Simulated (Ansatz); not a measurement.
`[Cl][Sn]([Cl])([Cl])[I]` and `[Cl][SnH]([Cl])[Cl]` differ in one atom or group.

Ansatz, PBE0-D4/def2-TZVP geometries, multiplicity 1. 

Elements past krypton have def2 core potentials.  Spin–orbit coupling is left out; it splits and shifts lone-pair levels of the heavy atoms by tenths of an eV.

```csv
property,`[Cl][Sn]([Cl])([Cl])[I]`
HOMO energy (ωB97M-V/def2-TZVPP) / eV,-10.71
size of the dipole moment (PBE/def2-TZVPP) / D,1.38
HOMO energy (PBE0/def2-TZVPP) / eV,-8.57
HOMO energy (PBE/def2-TZVPP) / eV,-7.38
LUMO energy (B3LYP/def2-TZVPP) / eV,-3.61
LUMO energy (PBE/def2-TZVPP) / eV,-4.15
```

Task: What does the change do to each property? (An estimate is asked.)

Result: Ansatz gave: 
| property | `[Cl][SnH]([Cl])[Cl]` | shift |
| --- | --- | --- |
| HOMO energy (ωB97M-V/def2-TZVPP) / eV | -11.69 | -0.98 |
| size of the dipole moment (PBE/def2-TZVPP) / D | 1.91 | 0.53 |
| HOMO energy (PBE0/def2-TZVPP) / eV | -9.42 | -0.85 |
| HOMO energy (PBE/def2-TZVPP) / eV | -7.98 | -0.60 |
| LUMO energy (B3LYP/def2-TZVPP) / eV | -2.57 | 1.04 |
| LUMO energy (PBE/def2-TZVPP) / eV | -3.18 | 0.97 |

With PBE0 the HOMO falls by 0.85 eV and the LUMO rises by 1.09 eV, so the gap widens by about 1.94 eV. PBE moves the HOMO by -0.60 eV and ωB97M-V by -0.98 eV. Dipoles are sizes alone; their direction can turn.

B3LYP here is the variant with VWN-RPA as its local correlation; programs differ in this.
